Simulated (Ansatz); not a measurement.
`O[SiH2]C[Si](O)(O)O` + H₂ → `C[Si](O)(O)O` + `O[SiH3]`  (hydrogenolysis of a C–Si bond)

Computed with Ansatz on PBE0-D4/def2-TZVP structures; ΔE is electronic, products minus reactants. CCSD(T)/CBS adds triple-zeta CCSD(T) − MP2 to the extrapolated MP2 energy (def2 sets, frozen cores). This one scheme is used for every species. DFT in def2-TZVPP. One conformer a species, not always the lowest.

| level | ΔE (kJ/mol) |
| --- | --- |
| PBE-D4 | 12.6 |
| ωB97X-V | 5.5 |
| CCSD/def2-TZVPP | -0.8 |
| SCS-MP2/def2-QZVPP | 2.5 |

(1) What does CCSD(T)/CBS give? (Estimate.)

Largest T1 diagnostic among the species: 0.011.

Results:

(1) Computed: +7.8 kJ/mol. The listed levels differ from it by 4.8, -2.3, -8.6, -5.3 kJ/mol.

The D4 term adds +18.3 kJ/mol with B3LYP and +10.3 kJ/mol with PBE0; it sums over pairs of atoms, weighted by their polarisabilities, and B3LYP, whose exchange is more repulsive, gets the larger term. In def2-TZVPP, CCSD(T) changes the Hartree–Fock value by +35.0 kJ/mol (the triples alone add +6.7 kJ/mol) and MP2 by +40.5 kJ/mol.

B3LYP here is the variant with VWN-RPA as its local correlation; programs differ in this.
